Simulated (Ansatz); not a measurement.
Basis sets compared for InH2(OiPr) (C3H9InO). Charge 0, multiplicity 1. Geometry r2SCAN-D4/def2-SVP. Ansatz on 4 threads of Arm Neoverse V2 on a shared host; times are rough, and most runs start from earlier orbitals.

```csv
atom,x (Å),y (Å),z (Å)
C1,0.0105,0.5289,-0.6642
C2,1.4118,0.6360,-0.0675
C3,-1.0496,1.1005,0.2742
In4,-0.4324,-2.3853,0.1882
O5,-0.2896,-0.7942,-1.0399
H6,-0.1871,-2.1601,1.8753
H7,-0.8008,-3.7486,-0.7790
H8,-0.0063,1.1281,-1.5994
H9,1.4664,0.0816,0.8869
H10,1.6931,1.6823,0.1360
H11,2.1524,0.2071,-0.7606
H12,-2.0492,0.9989,-0.1767
H13,-1.0449,0.5577,1.2366
H14,-0.8742,2.1672,0.4902
```

In the def2 sets In takes a core potential; there is no spin–orbit coupling. Another isomer (singlet) lies 0.19 eV lower at PBE0-D4/def2-TZVP; other spin states weren't run for this one.

Binding counts from free atoms (C triplet, In doublet, O triplet, H doublet) in the same basis, without a counterpoise term.

| level | functions | energy (Eh) | HOMO (eV) | LUMO (eV) | binding per atom (eV) | wall time |
| --- | --- | --- | --- | --- | --- | --- |
| PBE-D4/def2-SVP | 127 | -384.6829 | -5.77 | -2.12 | 3.72 | 1.3 s |
| PBE0-D4/def2-SVP | 127 | -384.7068 | -7.18 | -1.43 | 3.67 | 1.6 s |

**Question.** Estimate the rows for PBE-D4/def2-TZVP (with forces), PBE0-D4/def2-TZVP.

**Answer.** 
| level | functions | energy (Eh) | HOMO (eV) | LUMO (eV) | binding per atom (eV) | wall time |
| --- | --- | --- | --- | --- | --- | --- |
| PBE-D4/def2-TZVP (with forces) | 228 | -384.9144 | -5.90 | -2.21 | 3.70 | 2.6 s |
| PBE0-D4/def2-TZVP | 228 | -384.9331 | -7.29 | -1.51 | 3.64 | 3.8 s |
